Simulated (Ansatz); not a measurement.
Calculated with Ansatz (gas phase, PBE0-D4/def2-TZVP geometries, no zero-point term in ΔE). CBS: MP2 limit from def2 TZ/QZ plus the TZ coupled-cluster correction, frozen cores. This one scheme is used for every species. DFT in def2-TZVPP. One conformer a species, not always the lowest.

Consider the substitution at a C–C bond: `FCC(F)(F)C(F)(F)C(F)(F)F` + H–F → `FC(F)(F)C(F)(F)C(F)(F)F` + fluoromethane.

```tsv
level	ΔE (kcal/mol)	difference from CCSD(T)/CBS
revPBE-D4	1.7	-2.6
ωB97X-V	1.2	-3.1
BLYP	-1.5	-5.8
r2SCAN	-0.2	-4.5
PBE0	0.4	-3.9
BHLYP	-0.5	-4.8
LC-ωPBE	0.8	-3.5
HF/def2-SVP	-4.2	-8.5
SCS-MP2/def2-QZVPP	3.4	-0.9
MP2/CBS(def2)	5.4	1.1
CCSD(T)/CBS	4.3	0
```

Largest T1 diagnostic among the species: 0.012.

In def2-TZVPP, CCSD(T) changes the Hartree–Fock value by +5.7 kcal/mol (the triples alone add +0.4 kcal/mol) and MP2 by +6.8 kcal/mol. From BLYP to BHLYP (50 % exact exchange), in def2-TZVPP and without D4, ΔE moves by +1.0 kcal/mol.

CCSD(T)/CBS has its own doubt, a few kJ/mol and more with outer-core shells, so smaller differences from it don't rank the levels.
